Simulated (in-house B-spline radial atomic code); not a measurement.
Inner levels of holmium as electrons are removed. A shift is the extra binding of the orbital against the neutral atom ([Xe] 4f11 6s2). The density at the nucleus is averaged over the nuclear charge. Computed with a radial B-spline atomic code at the basis-set limit: Dirac-Hartree-Fock, average of the configuration, finite nuclei.

```csv
ion,configuration,shift of 1s1/2 (eV),radius of 1s1/2 (bohr),Σ<r²> (bohr²),change of density at nucleus (bohr⁻³)
Ho61+,[He] 2s2 2p2,6352.22,0.020659,0.031313,-18033.5
Ho62+,[He] 2s2 2p1,6788.16,0.020644,0.024394,-17283.5
Ho63+,[He] 2s2,7228.86,0.020629,0.017663,-16535.6
Ho64+,[He] 2s1,7624.49,0.020627,0.009335,-62721.5
Ho65+,1s2,8023.33,0.020618,0.0011606,-109862
Ho66+,1s1,9275.53,0.020487,0.00057263,-426103
```
